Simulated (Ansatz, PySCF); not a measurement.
This triplet is an excited state, 0.63 eV above the relaxed singlet at the level B3LYP/cc-pVTZ // PBE0-D3(BJ)/def2-TZVP (Ansatz, a program for electronic structure).

## C3H2O, SMILES `[C](C#C)O` (excited triplet) (charge 0, multiplicity 3)

The numbers are results of PBE0-D3(BJ)/def2-TZVP (PySCF), not measurements.

- highest occupied spin orbital: -5.54 eV
- dipole moment: 1.58 D
- total energy: -190.4101 Ha
- cost: roughly 60 core-seconds

```xyz
6

C      1.7548    -0.0089    -0.2631
C      0.5422     0.0326     0.0453
C     -0.7282     0.2464     0.2387
O     -1.8143    -0.4306     0.5621
H      2.8163    -0.0032    -0.1569
H     -2.5709     0.1637     0.6037
```
Charge 0, spin multiplicity 3.
